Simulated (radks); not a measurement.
Results of a calculation; reference values are marked as such.
Q: The mean radii <r> (bohr) of the occupied orbitals of an atom or ion are listed with their occupations. Code: a radial shooting solver on a logarithmic mesh with Libxc functionals. Model: non-relativistic Kohn-Sham, TPSS, spin-polarised, spherical densities, point nucleus; meta-GGA in the generalised Kohn-Sham scheme.

| orbital | occ. | <r> |
|---|---|---|
| 1s down | 1 | 0.01845 |
| 1s up | 1 | 0.01845 |
| 2s up | 1 | 0.07758 |
| 2s down | 1 | 0.07757 |
| 2p up | 3 | 0.06555 |
| 2p down | 3 | 0.06553 |
| 3s up | 1 | 0.1929 |
| 3s down | 1 | 0.1927 |
| 3p up | 3 | 0.1834 |
| 3p down | 3 | 0.1832 |
| 3d up | 5 | 0.1597 |
| 3d down | 5 | 0.1597 |
| 4s up | 1 | 0.3847 |
| 4s down | 1 | 0.3854 |
| 4p up | 3 | 0.3812 |
| 4p down | 3 | 0.3821 |
| 4d up | 5 | 0.3697 |

Name the element and its charge. Open shells, if any, are filled with parallel spins first.

A: Z = 82, lead, charge +41: Pb41+ in [Kr] 4d5. The 1s radius gives Z: for a bare nucleus <r> = 1.5/Z, 0.01829 bohr for Z = 82, and screening makes it slightly larger (0.01845 here). The occupations add up to 41, and the charge is Z minus that.
